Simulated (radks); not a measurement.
Question: Ionisation ladder of ruthenium, from Ru to Ru21+. Each ion is in the ground configuration listed by NIST, and IE = E(next ion) - E(this ion). Calculated with a radial shooting solver on a logarithmic mesh with Libxc functionals: scalar-relativistic Kohn-Sham, PBE, spin-unpolarised, spherical densities, point nucleus.

species      configuration  IE, Delta-SCF (eV)  <r> HOMO (bohr)
Ru            [Kr] 4d7 5s1               7.292             3.39
Ru+               [Kr] 4d7              18.186             1.64
Ru2+              [Kr] 4d6              30.623             1.53
Ru3+              [Kr] 4d5              44.512             1.44
Ru4+              [Kr] 4d4                   ?             1.37
Ru5+              [Kr] 4d3              75.763             1.31
Ru6+              [Kr] 4d2                   ?             1.26
Ru7+              [Kr] 4d1              110.81             1.22
Ru8+                  [Kr]              179.87             1.03
Ru9+     [Ar] 3d10 4s2 4p5              201.58             1.01
Ru10+    [Ar] 3d10 4s2 4p4              223.80            0.995
Ru11+    [Ar] 3d10 4s2 4p3                   ?            0.978
Ru12+    [Ar] 3d10 4s2 4p2              269.52            0.963
Ru13+    [Ar] 3d10 4s2 4p1              292.91            0.947
Ru14+        [Ar] 3d10 4s2              353.08            0.893
Ru15+        [Ar] 3d10 4s1              378.37            0.881
Ru16+            [Ar] 3d10              672.47            0.373
Ru17+             [Ar] 3d9              730.42            0.367
Ru18+             [Ar] 3d8              790.00            0.360
Ru19+             [Ar] 3d7                   ?            0.354
Ru20+             [Ar] 3d6              913.96            0.348
Ru21+             [Ar] 3d5              978.28            0.343

Estimate the withheld Delta-SCF values.

Answer: Ru4+: 59.612 eV (NIST 59); Ru6+: 92.857 eV (NIST 93); Ru11+: 246.46 eV (NIST 245); Ru19+: 851.19 eV (NIST 845).

Beside tabulated values, note that spin-unpolarised runs miss the spin-polarisation part of the exchange energy of open shells.
